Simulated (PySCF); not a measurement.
Al(F)(NCO)(OMe) (C2H3AlFNO2), SMILES C[O][Al]([F])[N]=C=O. Heavy atoms are numbered as in [Al:1]([F:2])([N:3]=[C:4]=[O:5])[O:6][CH3:7]. Hydrogens are named by the atom that carries them.

Coordinates come from a ωB97X-D3(BJ)/def2-SVP optimisation. The structure was generated by enumeration; whether it is a known compound was not checked. The values are those of a single conformer.

The numbers are results of PBE/pcSseg-1 (PySCF), not measurements.

GIAO shieldings, no solvent; atoms alike by connectivity are averaged. δ = σ(ref) − σ: ¹⁹F against CFCl3 (σ = 133.6 ppm); ¹⁵N against NH3 (σ = 267.0 ppm); ¹³C against TMS (σ = 182.0 ppm); ¹⁷O against H2O (σ = 334.3 ppm); ¹H against TMS (σ = 31.49 ppm), references at their B3LYP-D3(BJ)/def2-TZVP geometries, non-relativistic.

```tsv
nucleus	atoms	count	δ (ppm)
¹⁹F	F2	1	-223.2
¹⁵N	N3	1	41.1
¹³C	C4	1	124.0
¹³C	C7 (CH3)	1	58.9
¹⁷O	O5	1	140.6
¹⁷O	O6	1	25.2
¹H	H on C7	3	4.35
```
